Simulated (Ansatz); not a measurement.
`C[Se][Al]([Cl])[Cl]` + `B1CO1` → `C[Se]B1CO1` + `[Cl][AlH][Cl]`  (formal exchange of groups at the Se–Al bond)

Program: Ansatz. Geometries: PBE0-D4/def2-TZVP. ΔE: electronic, gas phase. CCSD(T)/CBS is the MP2 limit (def2-TZVPP, def2-QZVPP) plus CCSD(T) − MP2 in def2-TZVPP, frozen cores. This one scheme is used for every species. Functionals use def2-TZVPP. B3LYP here is the variant with VWN-RPA as its local correlation; programs differ in this. For Se outer-core shells are correlated without core-valence functions, which leaves a few kJ/mol of doubt a bond. Scalar relativity is left out up to krypton. One conformer a species, not always the lowest.

```json
{"level": "PBE-D4", "ΔE (kJ/mol)": "46.6", "difference from CCSD(T)/CBS": "-6.7"}
{"level": "r2SCAN-D4", "ΔE (kJ/mol)": "49.5", "difference from CCSD(T)/CBS": "-3.8"}
{"level": "PBE0-D4", "ΔE (kJ/mol)": "49.8", "difference from CCSD(T)/CBS": "-3.5"}
{"level": "B3LYP-D4", "ΔE (kJ/mol)": "51.3", "difference from CCSD(T)/CBS": "-2.0"}
{"level": "ωB97X-V", "ΔE (kJ/mol)": "49.3", "difference from CCSD(T)/CBS": "-4.0"}
{"level": "ωB97M-V", "ΔE (kJ/mol)": "51.3", "difference from CCSD(T)/CBS": "-2.0"}
{"level": "B2PLYP", "ΔE (kJ/mol)": "49.1", "difference from CCSD(T)/CBS": "-4.2"}
{"level": "PBE", "ΔE (kJ/mol)": "44.4", "difference from CCSD(T)/CBS": "-8.9"}
{"level": "r2SCAN", "ΔE (kJ/mol)": "49.1", "difference from CCSD(T)/CBS": "-4.2"}
{"level": "PBE0", "ΔE (kJ/mol)": "47.7", "difference from CCSD(T)/CBS": "-5.6"}
{"level": "B3LYP", "ΔE (kJ/mol)": "47.6", "difference from CCSD(T)/CBS": "-5.7"}
{"level": "HF/def2-TZVPP", "ΔE (kJ/mol)": "54.4", "difference from CCSD(T)/CBS": "1.1"}
{"level": "MP2/def2-TZVPP", "ΔE (kJ/mol)": "49.0", "difference from CCSD(T)/CBS": "-4.3"}
{"level": "SCS-MP2/def2-TZVPP", "ΔE (kJ/mol)": "48.4", "difference from CCSD(T)/CBS": "-4.9"}
{"level": "CCSD/def2-TZVPP", "ΔE (kJ/mol)": "48.0", "difference from CCSD(T)/CBS": "-5.3"}
{"level": "CCSD(T)/def2-TZVPP", "ΔE (kJ/mol)": "47.5", "difference from CCSD(T)/CBS": "-5.8"}
{"level": "HF/def2-QZVPP", "ΔE (kJ/mol)": "54.7", "difference from CCSD(T)/CBS": "1.4"}
{"level": "MP2/def2-QZVPP", "ΔE (kJ/mol)": "52.4", "difference from CCSD(T)/CBS": "-0.9"}
{"level": "SCS-MP2/def2-QZVPP", "ΔE (kJ/mol)": "51.7", "difference from CCSD(T)/CBS": "-1.6"}
{"level": "HF/CBS(def2)", "ΔE (kJ/mol)": "54.8", "difference from CCSD(T)/CBS": "1.5"}
{"level": "MP2/CBS(def2)", "ΔE (kJ/mol)": "54.8", "difference from CCSD(T)/CBS": "1.5"}
{"level": "CCSD/CBS(def2)", "ΔE (kJ/mol)": "53.9", "difference from CCSD(T)/CBS": "0.6"}
{"level": "CCSD(T)/CBS", "ΔE (kJ/mol)": "53.3", "difference from CCSD(T)/CBS": "0"}
```

Largest T1 diagnostic among the species: 0.016.

From PBE to PBE0 (25 % exact exchange), in def2-TZVPP and without D4, ΔE moves by +3.3 kJ/mol. In def2-TZVPP, CCSD(T) changes the Hartree–Fock value by −6.9 kJ/mol (the triples alone add −0.6 kJ/mol) and MP2 by −5.4 kJ/mol. The D4 term adds +3.8 kJ/mol with B3LYP and +2.1 kJ/mol with PBE0; it sums over pairs of atoms, weighted by their polarisabilities, and B3LYP, whose exchange is more repulsive, gets the larger term.
